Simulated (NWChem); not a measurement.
# CH6FNSi2; SMILES F[Si@H]1C[SiH2]N1

```xyz
11

F     -0.0324    -2.1084    -0.6621
Si     0.0122    -0.8973     0.4265
C      1.3386     0.3828     0.0592
Si    -0.0874     1.6037    -0.2184
N     -1.2051     0.3038     0.1694
H     -0.0053    -1.5884     1.7438
H      2.0078     0.6323     0.8960
H      1.9461     0.1568    -0.8299
H     -0.2171     2.1544    -1.6033
H     -0.1257     2.7551     0.7362
H     -2.2155     0.2750     0.2227
```
Atoms are numbered in this order, from 1.

Level: PBE0/def2-SVP (NWChem), optimised geometry, unscaled harmonic frequencies. 

| frequency (cm⁻¹) | IR intensity (km/mol) |
|---|---|
| 103 | 1.3 |
| 229 | 4.9 |
| 298 | 6.2 |
| 447 | 14.6 |
| 483 | 11.9 |
| 543 | 98.7 |
| 638 | 6.8 |
| 664 | 2.0 |
| 687 | 55.4 |
| 721 | 1.9 |
| 745 | 35.7 |
| 801 | 52.7 |
| 821 | 34.6 |
| 862 | 15.6 |
| 890 | 133.1 |
| 947 | 50.4 |
| 958 | 234.9 |
| 976 | 154.1 |
| 1007 | 170.0 |
| 1081 | 240.5 |
| 1369 | 20.1 |
| 2217 | 160.9 |
| 2221 | 176.7 |
| 2264 | 154.2 |
| 3112 | 0.2 |
| 3183 | 0.6 |
| 3683 | 54.9 |

```yaml
zero_point_energy: 45.7 kcal/mol
thermal correction to the enthalpy at 298.15 K (with zero-point energy): 50.2 kcal/mol
heat capacity Cv: 23.8 cal/(mol K)
entropy at 298.15 K and 1 atm (symmetry number 1): 78.3 cal/(mol K)
dipole_moment: 1.53 D
```

Rigid rotor and harmonic oscillator.
